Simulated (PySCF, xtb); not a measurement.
C₃H₅ClOSi, SMILES Cl[Si@@H]1CC=CO1. The values are those of a single conformer.

Harmonic wavenumbers (cm⁻¹) from xtb with GFN2-xTB at its own minimum, in rising order: 92, 142, 225, 403, 437, 545, 586, 667, 689, 736, 782, 799, 823, 840, 1006, 1046, 1084, 1149, 1219, 1265, 1452, 1690, 2338, 2965, 2994, 3109, 3132.

Task: What does B3LYP-D3(BJ)/def2-SVP in PySCF give at its own minimum? (Estimate from the structure and the level; the computed values follow.)

Result: 86, 183, 254, 434, 473, 557, 660, 700, 733, 763, 775, 863, 875, 940, 953, 1055, 1103, 1186, 1207, 1356, 1407, 1679, 2290, 3030, 3084, 3198, 3220. Paired by order, the mean absolute difference is 45 cm⁻¹ and the zero-point energies are 46.1 and 47.3 kcal/mol.
